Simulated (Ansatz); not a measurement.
Relaxation of C$_{2}$H$_{7}$BO$_{2}$ (12 atoms, charge 0, multiplicity 1), to a largest force component of 0.015 eV/Å in at most 40 steps.

Theory: RHF/def2-SVP (Ansatz).

```xyz
12
Properties=species:S:1:pos:R:3
B -1.310 0.748 -0.073
C 0.158 0.294 -0.192
C 0.331 -0.963 0.653
O 0.556 0.050 -1.542
O 0.986 1.320 0.273
H -1.614 1.878 0.347
H -2.211 0.090 -0.439
H -0.279 -1.763 0.335
H 0.174 -0.724 1.781
H 1.412 -1.324 0.592
H -0.070 -0.737 -1.822
H 1.944 1.076 0.120
```

**Question.** Where does it end, and by what steps?

**Answer.** It converged. After 22 steps the energy has fallen by 0.690 eV; H6 moved furthest, 0.50 Å.

```tsv
step	energy less start (eV)	largest force component (eV/Å)	accepted
0	0.0000	3.558	yes
1	-0.5915	1.036	yes
2	-0.6423	0.770	yes
3	-0.6715	0.118	yes
4	-0.6730	0.040	yes
5	-0.6734	0.025	yes
6	-0.6736	0.029	yes
7	-0.6739	0.080	yes
8	-0.6759	0.164	yes
9	-0.6713	0.797	no
10	-0.6790	0.155	yes
11	-0.6811	0.188	yes
12	-0.6704	0.603	no
13	-0.6857	0.127	yes
14	-0.6878	0.184	yes
15	-0.6887	0.085	yes
16	-0.6893	0.066	yes
17	-0.6893	0.036	yes
18	-0.6895	0.054	yes
19	-0.6895	0.049	yes
20	-0.6894	0.064	no
21	-0.6896	0.038	yes
22	-0.6896	0.004	yes
```

```xyz
12
Properties=species:S:1:pos:R:3
B -1.369 0.844 -0.079
C 0.129 0.308 -0.064
C 0.395 -1.011 0.645
O 0.315 0.163 -1.469
O 0.998 1.286 0.374
H -1.585 2.017 -0.131
H -2.266 0.049 -0.144
H -0.281 -1.797 0.304
H 0.262 -0.891 1.720
H 1.424 -1.336 0.463
H 0.168 -0.730 -1.742
H 1.887 1.042 0.157
```

Run time: 56 s on 1 CPU thread of a shared host.
